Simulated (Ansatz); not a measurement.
The cluster W2Cl⁺, relaxed as a triplet with UKS PBE0-D4/def2-TZVP in Ansatz, starting from the PBE0-D4/def2-TZVP geometry of the charge +1 singlet. Force threshold 0.02 eV/Å.

In the def2 sets W takes a core potential; there is no spin–orbit coupling. The charge 1 triplet is spin-contaminated (final ⟨S²⟩ up to 2.91, 2.00 for a pure state). The structure comes from a short search, and lower isomers may exist.

Start:

```xyz
3

W     0.487    0.779   -0.176
W     0.508   -1.027   -1.223
Cl   -0.996    0.248    1.399
```

(1) Estimate the energy that the relaxation releases and the steps that it takes.

(2) Does the start keep its bonding and symmetry?

(3) Predict the relaxed structure.

Answers

(1) 16.6 kJ/mol, in 5 steps; 13 s on 4 threads of Arm Neoverse V1 on a shared host. No frequencies were taken in this run, so the end may be a saddle point.

(2) By distances, no bond broke or formed. The bond that changes most is W2–Cl3, from 3.28 to 3.40 Å (atoms count from 1). Point group Cs at the start, Cs at the end, both within 0.05 Å.

(3) 
```xyz
3

W     0.464    0.799   -0.135
W     0.535   -1.080   -1.287
Cl   -0.999    0.281    1.422
```
Bond lengths (bridged metal pairs left out): 1 × W–W 2.21 Å; 1 × Cl–W 2.20 Å.
